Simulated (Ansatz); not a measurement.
Ansatz (an electronic-structure program) input (B3LYP/def2-TZVPD):

Ansatz 0.2 input:
```yaml
crystal:
  periodic: [false, false, false]
  atoms:
    - {symbol: Si, position_ang: [0.22801377, -0.03904773, 0.13845387]}
    - {symbol: Cl, position_ang: [0.36091690, 1.60702398, -1.06314450]}
    - {symbol: Cl, position_ang: [-0.20650726, -1.64515960, -1.04588142]}
    - {symbol: Cl, position_ang: [-1.23848788, 0.22411605, 1.51297509]}
    - {symbol: O, position_ang: [1.60228748, -0.27443836, 0.96464162]}
    - {symbol: H, position_ang: [2.41883730, -0.41949223, 0.47737680]}
basis:
  gaussian:
    orbitals: def2-TZVPD
hamiltonian:
  xc: {name: B3LYP}
magnetization: {spin_polarized: true, initial_magnetization: 2}
```

End of the output:

```
integrals: 0.23 GiB planned
1412 factors; their error is unknown
mean field: 2.42 GiB planned
mean field evaluation 1: about -47505.0802 eV, gradient 4.4e1 eV
mean field evaluation 2: about -47460.9565 eV, gradient 1.0e2 eV
mean field evaluation 4: about -47511.3494 eV, gradient 7.7e0 eV
mean field evaluation 8: about -47511.6335 eV, gradient 3.4e-1 eV
mean field evaluation 16: about -47511.7126 eV, gradient 2.3e-2 eV
mean field evaluation 32: about -47511.7127 eV, gradient 9.0e-5 eV
mean field evaluation 64: about -47511.7127 eV, gradient 5.9e-3 eV
mean field evaluation 96: about -47511.0484 eV, gradient 9.7e0 eV
mean field -47511.71269226 eV, -1746.0232368449 hartree, gradient 2.1e-6 eV, S^2 2.005714; 10 other end points of the search recorded, 0 dependent functions left out
reference -47511.71292949 eV, -1746.0232455630 hartree; 38, 36 occupied and 192, 194 virtual orbitals, 1412 factors
Total energy: -47511.71292949 eV, -1746.0232455630 hartree
```

This state (charge 0, triplet) is run at the relaxed geometry of the species with charge 0 and multiplicity 1, and is a spin state other than that species' own.
